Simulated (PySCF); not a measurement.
Computed IR spectrum (relative IR intensity) of a molecule C4H8BF. Geometry optimised at PBE-D3(BJ)/def2-SVP. The values are those of a single conformer. These are PBE-D3(BJ)/def2-SVP in PySCF values and carry that method's errors. No scaling factor is applied to the harmonic values.

ν (cm⁻¹): 260 (vw), 797 (vw), 843 (w), 893 (m), 1013 (w), 1103 (m), 1165 (m), 1232 (m), 1256 (m), 1276 (m), 1356 (w), 1384 (w), 1396 (vw), 1637 (vs), 3019 (w), 3032 (vw), 3066 (w), 3071 (w), 3094 (w) (against the strongest line: vs over 80 %, s over 45 %, m over 15 %, w over 4 %, vw less)

Problem. Pick the molecule that these values belong to.
A) C/C=C/B(C)F
B) CB(C)/C=C\F
C) C=CCB(C)F
D) C[C@H]1CCB1F

Solution. B, CB(C)/C=C\F
